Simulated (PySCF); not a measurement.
Sn(H)(NH2)3 (H7N3Sn), SMILES [NH2][SnH]([NH2])[NH2]. Coordinates come from a PBE-D3(BJ)/def2-SVP optimisation. The structure was generated by enumeration; whether it is a known compound was not checked. The def2 effective core potentials stand for the cores of Sn; spin–orbit coupling is left out. One conformer was computed; it need not be the lowest.

Computed with PBE-D3(BJ)/def2-SVP (PySCF).

Harmonic wavenumbers (cm⁻¹): 88, 129, 135, 160, 172, 211, 495, 506, 525, 537, 541, 612, 635, 651, 819, 826, 862, 1485, 1488, 1493, 1811, 3401, 3403, 3407, 3501, 3503, 3503. Rotational constants (GHz): 4.433, 3.918, 2.642; symmetry number 1.

Work out the zero-point energy and the ideal-gas rigid-rotor harmonic-oscillator thermochemistry at 298.15 K and 1 atm.

ZPE = ½ Σ hcν = ½ × 34901 cm⁻¹ = 208.75 kJ/mol. H − E(el) = 233.33 kJ/mol. Entropy in J/(mol K): translation 172.63, rotation 110.25, vibration 89.31, total 372.20. G − E(el) = 122.35 kJ/mol. Cp = 126.73 J/(mol K). Modes under 150 cm⁻¹ make the vibrational entropy uncertain.
